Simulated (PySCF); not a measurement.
# How methods differ on the ionisation energy of Sr¹⁵⁺

Sr¹⁵⁺ [Ar] 3d5 (6S) → Sr¹⁶⁺ [Ar] 3d4 (5D), as a difference of total energies. Calculation: PySCF 2.14, in an uncontracted even-tempered set (19 s from 1.1 bohr⁻², ratio 2.5; 13 p from 1.4 bohr⁻², ratio 2.5; 9 d from 1.4 bohr⁻², ratio 2.5; 4 f from 6.7 bohr⁻², ratio 2.7; 4 g from 10 bohr⁻², ratio 2.7); the spin-free X2C one-electron Hamiltonian (Gaussian nucleus). Correlated levels: outer shells: [Ne] frozen; virtual orbitals above 40 to 60 times the deepest correlated orbital energy dropped. The calculations carry no spin-orbit coupling.

| method | ionisation energy (eV) |
| --- | --- |
| UHF | 563.73 |
| LDA | 563.75 |
| PBE | 563.18 |
| PBE0 | 563.73 |
| r2SCAN | 563.98 |
| MP2 (outer shells) | 564.50 |
| SCS-MP2 (outer shells) | 564.05 |

Problem. How much does correlation contribute at MP2 (outer shells)?

Solution. 564.50 − (563.73) = 0.77 eV, measured against UHF.

A first-order spin-orbit estimate (lowest level to lowest level, LS coupling) adds -1.382 eV.

Breit and QED terms and the two-electron picture change are absent.

For comparison: 562 ± 3 eV (theoretical estimate listed by NIST; NIST Atomic Spectra Database, ionization energies).
